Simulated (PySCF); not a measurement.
A structure optimised at ωB97X-D3(BJ)/def2-TZVP, used in a PySCF frequency run:

```xyz
4

Cl     0.0249     0.6350     1.7312
Ge    -0.0641    -0.6274     0.0000
Cl     0.0249     0.6350    -1.7312
H      1.2056    -1.5133     0.0000
```
Charge 0, spin multiplicity 2.

Write its SMILES, formula and point group.

[Cl][GeH][Cl], Cl2GeH, Cs

What are its rotational constants (standard atomic weights)?

8.2524, 2.3595, 1.8579 GHz
